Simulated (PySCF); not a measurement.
**`Cc1n[se]cc1S`, C4H5NSSe**

Geometry:
```tsv
atom	x (Å)	y (Å)	z (Å)
C1	-1.665	0.169	0.065
C2	-0.325	-0.484	0.031
N3	-0.253	-1.783	0.079
Se4	1.424	-2.369	0.030
C5	1.995	-0.618	-0.065
C6	0.916	0.221	-0.051
S7	1.096	1.972	-0.129
H8	-1.751	0.822	0.933
H9	-1.827	0.757	-0.839
H10	-2.430	-0.600	0.126
H11	3.028	-0.333	-0.122
H12	-0.206	2.244	-0.085
```

Theory: PySCF, GIAO KT3/pcSseg-1 magnetisability, rotational g tensor and spin-rotation constants, non-relativistic, gas phase. Geometry: GFN2-xTB.

The calculation is non-relativistic, which matters for the atoms heavier than Zn.

**Question.** Give the nuclear spin-rotation constants along the inertial axes (H = +C I·J) beside the isotropic shieldings.

**Answer.** Rotational constants 2.9998, 0.9819, 0.7432 GHz. A star marks the isotopologue with that one atom substituted, in its own axes.
| atom | isotope | Caa (kHz) | Cbb (kHz) | Ccc (kHz) | mean (kHz) | σ (ppm) |
| --- | --- | --- | --- | --- | --- | --- |
| N3 | 14N | 0.744 | 0.208 | 0.039 | 0.330 | -61.4 |
| H8 | 1H | -0.174 | -0.103 | -0.013 | -0.097 | 29.4 |
| H9 | 1H | -0.171 | -0.103 | -0.014 | -0.096 | 29.4 |
| H10 | 1H | -0.226 | 0.018 | -0.080 | -0.096 | 28.6 |
| H11 | 1H | -0.278 | 0.117 | -0.085 | -0.082 | 23.9 |
| H12 | 1H | -0.253 | 0.022 | -0.090 | -0.107 | 28.1 |
| C1 | 13C* | 0.458 | 0.142 | 0.111 | 0.237 | 163.6 |
| C2 | 13C* | 1.142 | 0.451 | 0.158 | 0.584 | 31.6 |
| Se4 | 77Se* | 9.451 | 2.179 | 1.691 | 4.441 | 833.5 |
| C5 | 13C* | 1.057 | 0.448 | 0.123 | 0.543 | 49.1 |
| C6 | 13C* | 1.126 | 0.345 | 0.131 | 0.534 | 64.9 |
| S7 | 33S* | 0.435 | 0.316 | 0.177 | 0.309 | 545.1 |

For the geometry as given, no vibrational averaging.

**Question.** How do the rotational constants and the g tensor change when H8, H9, H10, H11, H12 are replaced by deuterium?

**Answer.** Constants 2.6026, 0.9391, 0.6961 GHz; g -0.0407, -0.0152, 0.0046, against -0.0464, -0.0161, 0.0049 before.
